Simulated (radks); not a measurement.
All-electron atom: the neodymium ion Nd2+ in [Xe] 4f2.5 6s1.5 (fractional occupations, a model configuration). Calculated with a radial shooting solver on a logarithmic mesh with Libxc functionals: scalar-relativistic Kohn-Sham, LDA (Slater exchange, Perdew-Wang correlation), spin-unpolarised, spherical densities, finite nucleus; Fermi nuclear charge, rms radius 4.9123 fm. Some entries of the table are withheld. Estimate them.

| orbital | occ. | eigenvalue (eV) | <r> (bohr) | <r^2> (bohr^2) |
|---|---|---|---|---|
| 1s | 2 | -43381.61 | 0.02365 | 0.0007611 |
| 2s | 2 | -7041.677 | 0.1011 | 0.01205 |
| 2p | 6 | -6301.303 | (1) | 0.009632 |
| 3s | 2 | -1550.556 | (2) | 0.08126 |
| 3p | 6 | -1316.984 | 0.2648 | 0.08124 |
| 3d | 10 | (3) | 0.2419 | 0.06890 |
| 4s | 2 | -330.5213 | 0.6060 | 0.4144 |
| 4p | 6 | -253.6874 | 0.6409 | 0.4671 |
| 4d | 10 | -144.2979 | (4) | (5) |
| 5s | 2 | -62.7306 | 1.421 | 2.266 |
| 5p | 6 | -42.9506 | 1.629 | 2.994 |
| 4f | 2.5 | -27.5706 | 0.9405 | 1.126 |
| 6s | 1.5 | -16.5806 | 3.384 | 12.74 |

Answer. 
(1) 2p <r> (bohr): 0.08883
(2) 3s <r> (bohr): 0.2667
(3) 3d eigenvalue (eV): -991.8559
(4) 4d <r> (bohr): 0.7011
(5) 4d <r^2> (bohr^2): 0.5697
